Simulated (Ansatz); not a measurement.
Isolated molecules relaxed with PBE0-D4/def2-TZVP in Ansatz; ΔE leaves out vibrations. CCSD(T)/CBS is the MP2 limit (def2-TZVPP, def2-QZVPP) plus CCSD(T) − MP2 in def2-TZVPP, frozen cores. This one scheme is used for every species. One conformer a species, not always the lowest.

Reaction (substitution at a C–O bond): `C=C1[SiH2]C1O` + HCl → `C=C1[SiH2]C1Cl` + H₂O

```
        level  ΔE (kJ/mol)
HF/def2-QZVPP       -142.1
 HF/CBS(def2)       -142.2
```

(1) What does CCSD(T)/CBS give? (Estimate.)

Largest T1 diagnostic among the species: 0.023, so the coupled-cluster value is less sure than usual.

Answers

(1) Computed: -101.0 kJ/mol. The listed levels differ from it by -41.1, -41.2 kJ/mol.

In def2-TZVPP, CCSD(T) changes the Hartree–Fock value by +50.0 kJ/mol (the triples alone add +16.4 kJ/mol) and MP2 by +34.4 kJ/mol. From PBE to PBE0 (25 % exact exchange), in def2-TZVPP and without D4, ΔE moves by −25.5 kJ/mol.
